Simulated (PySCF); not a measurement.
AlH₃, SMILES [AlH3]. Atoms are numbered in the order given.

```xyz
4

Al     0.0000     0.0000     0.0000
H      1.5803     0.0000     0.0000
H     -0.7901     1.3685     0.0000
H     -0.7901    -1.3685     0.0000
```
Charge 0, spin multiplicity 1.

Geometry: B3LYP-D3(BJ)/def2-TZVPD. The isomer is the one that the SMILES or the coordinates give; other isomers of the formula were not compared.

Computed with PBE/def2-TZVPD in PySCF.

The molecule is in vacuum.

* **total energy**: -244.05063 hartree
* **point group**: D3h
* **highest occupied level**: -7.31 eV
* **lowest empty level**: -2.53 eV
* **orbital gap**: 4.78 eV
* **dipole moment**: 0.00 D
* **quadrupole, principal values (traceless, Buckingham form, about the centre of nuclear charge)**: -3.16, -3.16, 6.32 D·Å
* **mean static polarisability**: 34.0 bohr³ (5.04 Å³)
* **polarisability, principal values**: 28.8, 36.6, 36.6 bohr³
